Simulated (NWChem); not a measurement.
System: GaNH$_{3}$Cl$_{2}$ cation, singlet

```xyz
7

Ga    -0.0758    -0.0020    -0.0015
Cl     0.6398    -1.9729    -0.0002
Cl     0.6267     1.9743     0.0017
N     -2.1187    -0.0055    -0.0005
H     -2.5017    -0.1902    -0.9459
H     -2.5062     0.9045     0.3074
H     -2.5053    -0.7404     0.6190
```
Atoms are numbered in this order, from 1.

Level: PBE-D3(BJ)/def2-SVP (NWChem), optimised geometry, unscaled harmonic frequencies. Low-valent species are run as closed-shell singlets; no triplet was tried in these runs.

Q: List the harmonic frequencies with IR intensities, and the thermochemistry.

A: 
```tsv
frequency (cm⁻¹)	IR intensity (km/mol)
9	0.1
113	16.1
119	0.3
124	3.6
393	2.8
443	18.5
519	47.2
699	30.7
727	69.1
1278	133.2
1557	38.3
1561	30.0
3329	92.3
3429	120.0
3438	111.1
```

```yaml
zero_point_energy: 25.3 kcal/mol
thermal correction to the enthalpy at 298.15 K (with zero-point energy): 30.3 kcal/mol
heat capacity Cv: 19.7 cal/(mol K)
entropy at 298.15 K and 1 atm (symmetry number 1): 89.5 cal/(mol K)
```

Rigid rotor and harmonic oscillator; modes under 100 cm⁻¹ make the entropy uncertain.
